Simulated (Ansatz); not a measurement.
`CO[Si](N)(O)[SiH3]`, charge 0, multiplicity 1.

(1) Give a relaxed structure at PBE0-D4/def2-TZVP (Ansatz). (Best estimate.)

Answers

(1) The calculation gave: 
```xyz
15

C    -0.054    1.931   -0.988
O     0.445    1.373    0.206
Si    0.043   -0.122    0.760
N    -1.645   -0.282    0.925
O     0.804   -0.217    2.213
Si    0.769   -1.801   -0.713
H    -1.140    1.814   -1.062
H     0.186    2.996   -0.994
H     0.407    1.467   -1.867
H    -2.158    0.279    1.588
H    -2.089   -1.173    0.778
H     1.617    0.286    2.293
H     0.427   -1.477   -2.127
H     0.141   -3.113   -0.388
H     2.247   -1.961   -0.626
```
This is one stationary point; other conformers may exist.
